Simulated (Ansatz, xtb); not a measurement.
# Relative energy of two isomers of C3H5FGeN2

We compare X, `Fc1ncc[n]1[GeH3]`, a singlet, with Y, `Fc1c[n]([GeH3])cn1`, a singlet. Both are isolated molecules in the gas phase, relaxed with PBE-D3(BJ)/def2-SVP.

X (Å):

```yaml
atoms:
  - { symbol: C, position_ang: [0.0850, 2.9739, 0.3349] }
  - { symbol: C, position_ang: [0.3132, 3.7254, -1.6300] }
  - { symbol: C, position_ang: [-0.0080, 2.3887, -1.7710] }
  - { symbol: F, position_ang: [0.0162, 2.8197, 1.6578] }
  - { symbol: Ge, position_ang: [-0.6007, 0.1356, 0.0852] }
  - { symbol: N, position_ang: [0.3685, 4.0816, -0.2906] }
  - { symbol: N, position_ang: [-0.1589, 1.8913, -0.4692] }
  - { symbol: H, position_ang: [0.5098, 4.4582, -2.4225] }
  - { symbol: H, position_ang: [-0.1423, 1.7502, -2.6507] }
  - { symbol: H, position_ang: [-1.9283, 0.2086, 0.8695] }
  - { symbol: H, position_ang: [-0.7397, -0.6516, -1.2345] }
  - { symbol: H, position_ang: [0.5571, -0.3855, 0.9631] }
```

Y (Å):

```json
{"atom": "C", "x (Å)": "0.1466", "y (Å)": "3.9983", "z (Å)": "-0.8164"}
{"atom": "C", "x (Å)": "0.0721", "y (Å)": "2.9959", "z (Å)": "0.1382"}
{"atom": "C", "x (Å)": "-0.2187", "y (Å)": "2.2238", "z (Å)": "-1.9195"}
{"atom": "F", "x (Å)": "0.3643", "y (Å)": "5.2937", "z (Å)": "-0.5956"}
{"atom": "Ge", "x (Å)": "-0.3802", "y (Å)": "0.0843", "z (Å)": "0.0794"}
{"atom": "N", "x (Å)": "-0.1675", "y (Å)": "1.8362", "z (Å)": "-0.5973"}
{"atom": "N", "x (Å)": "-0.0312", "y (Å)": "3.5268", "z (Å)": "-2.0754"}
{"atom": "H", "x (Å)": "0.1656", "y (Å)": "3.0107", "z (Å)": "1.2281"}
{"atom": "H", "x (Å)": "-0.6189", "y (Å)": "-0.7792", "z (Å)": "-1.1767"}
{"atom": "H", "x (Å)": "0.9196", "y (Å)": "-0.2984", "z (Å)": "0.8225"}
{"atom": "H", "x (Å)": "-1.5959", "y (Å)": "0.0891", "z (Å)": "1.0335"}
{"atom": "H", "x (Å)": "-0.3972", "y (Å)": "1.5052", "z (Å)": "-2.7306"}
```

Quicker runs give these differences E(Y) − E(X): GFN2-xTB +21.66 kJ/mol; HF/STO-3G +4.75 kJ/mol (at GFN2-xTB geometries); r2SCAN-D4/def2-SVP +2.20 kJ/mol (at GFN2-xTB geometries).

Q: Estimate E(Y) − E(X) at the level CCSD(T)/def2-SVP + ΔMP2/def2-TZVPP.

A: Calculated at CCSD(T)/def2-SVP + ΔMP2/def2-TZVPP: E(Y) − E(X) = +5.89 kJ/mol, so structure X lies lower.

The same difference at several levels:

```
                             level             geometry  E(Y) − E(X) (kJ/mol)  departure from the last row (kJ/mol)  job, with rough time for the two
                          GFN2-xTB             GFN2-xTB                  +21.66                                +15.77              optimisation, 0.31 s
                         HF/STO-3G             GFN2-xTB                   +4.75                                 −1.14              single point, 0.72 s
                r2SCAN-D4/def2-SVP             GFN2-xTB                   +2.20                                 −3.69               single point, 4.8 s
               PBE-D3(BJ)/def2-SVP  PBE-D3(BJ)/def2-SVP                   +4.57                                 −1.32                optimisation, 34 s
                       HF/def2-SVP  PBE-D3(BJ)/def2-SVP                  +14.19                                 +8.30           part of the CCSD(T) run
                      MP2/def2-SVP  PBE-D3(BJ)/def2-SVP                   +8.39                                 +2.50           part of the CCSD(T) run
                  CCSD(T)/def2-SVP  PBE-D3(BJ)/def2-SVP                   +9.62                                 +3.73                      single point
CCSD(T)/def2-SVP + ΔMP2/def2-TZVPP  PBE-D3(BJ)/def2-SVP                   +5.89                                                      single point, 73 s
```

As drawn, both hold the same kinds of bond in the same numbers.

The levels shown agree on the order. The largest departure from CCSD(T)/def2-SVP + ΔMP2/def2-TZVPP is that of GFN2-xTB, 15.77 kJ/mol. The last row adds to CCSD(T) the change of the MP2 difference between the two basis sets, here −3.73 kJ/mol.

With thermal terms from frequencies at re-optimised GFN2-xTB minima (ideal gas, soft modes damped towards free rotors, one conformer each, 298.15 K, 1 atm): on the last row, ΔE + ΔZPE = +4.81, ΔH = +5.10, ΔG = +3.89 kJ/mol.

The correlated steps freeze 15 core orbitals; the filled d shell of Ge is correlated, in a basis made for valence electrons. Codes used: Ansatz 0.2.0, xtb 6.7.1; the last row on 2 threads of Intel(R) Xeon(R) 6975P-C (Granite Rapids) on a shared host.
